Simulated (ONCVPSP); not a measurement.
## Ranking ONCV potentials for Li

All share these settings but for the change named:

* Element: lithium
* Generator: ONCVPSP 4.0.1
* Type: optimised norm-conserving Vanderbilt (ONCV)
* Functional: LDA (Perdew-Wang 92)
* Relativity: scalar-relativistic
* Frozen core: none
* Valence charge: 3
* Reference configuration: 1s2 2s1
* Partial waves: 1s+2s: rc 0.95 bohr, ncon 4, nbas 8, qcut 9.8 1/bohr, 2 projectors; p scattering state at 0.07 Ha: rc 0.75 bohr, ncon 3, nbas 7, qcut 10.4 1/bohr, local
* Local potential: the p channel
* Core correction: none

Test errors are all-electron minus pseudo excitation energies from the reference, over 1s2 2s0; 1s2 2s0.5; 1s2 2s0 2p1; 1s1 2s1. None of these files shows a bound ghost.

The base gives 612.3 meV.

Of 8 variants that were run, those that failed, showed a ghost or another fault, or gave nearly equal values are left out.

A variant can come out equal or close to the base, since the largest error may sit in a test that the change hardly touches while other tests move.

Problem. Rank these variants by their largest absolute test error, smallest first.
A. s: qcut 9.5; p: qcut 10
B. s: qcut 7.6; p: qcut 8
C. s: qcut 14.3; p: qcut 15.2
D. s: qcut 12.9; p: qcut 13.7
E. s: qcut 6.3; p: qcut 6.7

Solution. C (351.0 meV), D (408.2 meV), A (639.5 meV), B (878.9 meV), E (1093.9 meV).
